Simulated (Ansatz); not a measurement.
Saddle point of GeH$_{5}$ClF$_{2}$, closed shell (GeH₃Cl ([Cl][GeH3]) + HF + HF → GeH₃F ([F][GeH3]) + HCl + HF; bonds formed: Ge1–F7, Cl2–H8, H6–F9; bonds broken: Ge1–Cl2, H6–F7, H8–F9), PBE0-D4/def2-TZVP structure:

```csv
atom,x (Å),y (Å),z (Å)
Ge1,-0.7789,-0.9675,-0.4423
Cl2,0.8190,-0.5239,1.5441
H3,0.2579,-2.0286,-0.7983
H4,-1.7687,-1.2072,0.6949
H5,-1.5866,-0.6206,-1.7116
H6,0.5303,1.4606,-0.2177
F7,-0.1735,0.9398,-0.7980
H8,1.3264,1.0317,1.1394
F9,1.3741,1.9157,0.5895
```

Energies are electronic, without zero-point energy. Barriers and step energies count from the start structure reached by relaxing down the imaginary mode; all methods use the PBE0-D4 structures, on which another method's saddle can fall below an end. Ansatz 0.2.0; basis: def2-TZVPP, with def2-QZVPP for the basis limit; cores frozen in the correlated methods. Filled d shells of the heavier atoms are correlated. The def2 sets are not built for correlating such inner shells, so the correlated values are less sure here. B3LYP uses VWN-RPA correlation. Extrapolation: Hartree–Fock as exp(−7.88 √X), correlation as X^−2.97.

```
      method  barrier (kcal/mol)  step energy (kcal/mol)
       SPW92               14.55                    5.28
      PBE-D4               23.00                    4.88
     BLYP-D4               24.70                    2.90
   r2SCAN-D4               24.30                    3.76
      B97M-V               28.43                    2.31
     PBE0-D4               27.00                    5.31
    B3LYP-D4                   ?                    3.29
  r2SCAN0-D4               27.40                    4.52
    BHLYP-D4               31.43                    3.26
CAM-B3LYP-D4               27.37                    2.22
     wB97X-V               28.74                    3.09
     wB97M-V                   ?                    3.80
      B2PLYP               29.47                    3.05
    PBE-QIDH               29.99                    4.92
  RPA on PBE                   ?                    2.59
          HF               41.63                    1.79
         MP2               30.99                    4.31
        CCSD               33.73                    3.21
     CCSD(T)               31.71                    3.49
```

Problem. Fill in the withheld barriers. (An estimate is asked for; the value comes from the calculation.)

Solution. Computed: B3LYP-D4 27.54; RPA on PBE 30.93; wB97M-V 27.89 kcal/mol. Each is the energy of the saddle less that of the start structure, by the same method.

For comparison, the barrier by CCSD(T) at an estimated basis limit (MP2 extrapolated from triple and quadruple zeta, plus CCSD(T) − MP2 in triple zeta) is 31.99 kcal/mol.

The T1 diagnostic stays at or below 0.011.

Labels in which every atom is bracketed show which atoms are joined, not bond orders.

For scale, one of the runs: CCSD(T)/def2-TZVPP, 222 basis functions, launched by `ansatz run in.yaml --threads 8 --pin off --events-out ev --progress --plain --max-ram 19148MiB`. Hardware: 8 CPU threads of an Arm Neoverse V2, shared host. Wall time 77 s; peak host memory 3.7 GiB.
